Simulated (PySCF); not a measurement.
**What binds KH: the parts of the energy along the bond**

State: ¹Σ⁺, singlet, closed shell. RHF-based CCSD(T) in PySCF 2.14 with K cc-pwCVTZ-X2C, H cc-pVTZ-DK and K cc-pwCVQZ-X2C, H cc-pVQZ-DK (frozen core orbitals: 5; spin-free X2C with a Gaussian nucleus). Correlation energies are extrapolated as n⁻³ (n = 3, 4), Hartree–Fock as (n+1)·exp(−9√n). All energies in eV from K + H.

| R (Å) | HF/CBS | CCSD corr. | (T) | total |
| --- | --- | --- | --- | --- |
| 1.9988 | -0.649 | -1.036 | -0.0192 | -1.704 |
| 2.0896 | -0.767 | -1.006 | -0.0159 | -1.789 |
| 2.1805 | -0.835 | -0.981 | -0.0131 | -1.829 |
| 2.2713 | -0.863 | -0.960 | -0.0107 | -1.834 |
| 2.3622 | -0.860 | -0.944 | -0.0088 | -1.813 |
| 2.4758 | -0.823 | -0.928 | -0.0068 | -1.759 |
| 2.5893 | -0.760 | -0.918 | -0.0053 | -1.683 |

A fit to the total gives Re = 2.2411 Å, De = 1.836 eV, ωe = 982.8 cm⁻¹, Be = 3.417 cm⁻¹ (masses 38.9637 and 1.0078 u).

At R = 2.2713 Å the CCSD correlation energy is -0.252640 hartree in the smaller basis and -0.294833 in the larger. Extrapolate it.

(4³·E4 − 3³·E3)/(4³ − 3³) = -0.32562 hartree; the larger basis holds 90.5 % of it.

The T1 diagnostic is 0.017. The open-shell atoms are computed with UHF. Spin–orbit coupling, excitations beyond (T) and corrections to the Born–Oppenheimer picture are left out.
